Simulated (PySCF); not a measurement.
Compound: C₄H₄O₄S.
Atom-mapped SMILES: `[O:1]=[S:2](=[O:3])([OH:4])[c:5]1[cH:6][cH:7][o:8][cH:9]1` (hydrogens: H10 on O4; H11 on C6; H12 on C7; H13 on C9)

Computed, not measured: PBE0-D3(BJ)/def2-SVP geometry optimisation, gas phase in PySCF.

Question: What internal coordinates does the optimisation give?

Answer: 
| bond | length (Å) |
| --- | --- |
| O1=S2, S2=O3 | 1.448 |
| S2–O4 | 1.623 |
| S2–C5 | 1.742 |
| C5–C6 | 1.430 |
| C6–C7 | 1.360 |
| C7–O8 | 1.354 |
| O8–C9 | 1.337 |
| C5–C9 | 1.365 |
| O4–H10 | 0.970 |
| C6–H11 | 1.087 |
| C7–H12 | 1.087 |
| C9–H13 | 1.087 |

Bonds in one row agree within 0.01 Å and their mean is given. A selection of angles:
| angle | degrees |
| --- | --- |
| O1–S2–O3 | 123.1 |
| O1–S2–O4 | 106.8 |
| O1–S2–C5 | 108.1 |
| O3–S2–O4 | 106.2 |
| O3–S2–C5 | 108.6 |
| O4–S2–C5 | 102.1 |
| S2–C5–C6 | 127.7 |
| S2–C5–C9 | 125.2 |
| C6–C5–C9 | 107.1 |
| C5–C6–C7 | 104.8 |
| C6–C7–O8 | 110.6 |
| C7–O8–C9 | 108.1 |
| C5–C9–O8 | 109.3 |
| H10–O4–S2 | 106.8 |

Dihedral angles: O1–S2–C5–C6 -165° (antiperiplanar); H10–O4–S2–O1 137° (anticlinal). The mirror-image conformer, all signs reversed, is as good.

O8 (furan-type oxygen) is bent (angle 108.1°). The 3 C–C bonds span 1.360 Å (C6–C7, aromatic) to 1.430 Å (C5–C6, aromatic), a spread of 0.070 Å. The 3 O–S bonds span 1.444 Å (O1=S2, drawn double) to 1.623 Å (S2–O4, drawn single), a spread of 0.179 Å. The 5-membered ring C5–C6–C7–O8–C9 has internal angles of 104.8° to 110.6° (sum 540°, against 540° for a flat polygon); it is planar, 0.00 Å rms from its mean plane, widest ring torsion 0°. S2 (sulfonyl sulfur) is distorted tetrahedral (angles from 102.1° to 123.1°).

Point group: C1 (no symmetry element, even within 0.4 Å). No PBE0-D3(BJ)/def2-SVP frequencies stand behind this structure, so it isn't proved a minimum. The numbers are those of one conformer (O1–S2–O4–H 137°, O1–S2–C5–C6 -165°).
